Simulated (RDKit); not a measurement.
Input for RDKit: UFF on BrGeH3O (SMILES [OH][GeH2][Br]), a point of a torsion scan.

```python
from rdkit import Chem
from rdkit.Chem import AllChem, rdDetermineBonds

blocks = [
'''6

O     1.27777111    0.18244173   -0.43420784
Ge   -0.34998159   -0.24448517   -0.03993522
Br   -0.79755952    0.54246102    2.04727408
H     1.82756955    0.66732682    0.17833281
H    -0.44567188   -1.74635499   -0.02640982
H    -1.26024916    0.43837523   -1.02489875
''',
]
mol = None
for b in blocks:
    f = Chem.MolFromXYZBlock(b)
    rdDetermineBonds.DetermineBonds(f, charge=0)
    mol = f if mol is None else Chem.CombineMols(mol, f)
Chem.SanitizeMol(mol)
print(Chem.MolToSmiles(Chem.RemoveHs(mol)))
ff = AllChem.UFFGetMoleculeForceField(mol, vdwThresh=100.0, ignoreInterfragInteractions=False)
e = ff.CalcEnergy()
print(f'UFF energy {e:.6f} kcal/mol')
```

Output:

```
[OH][GeH2][Br]
UFF energy 9.043303 kcal/mol
```

The run finished.

Cost: around 0.010 core-seconds (rough).
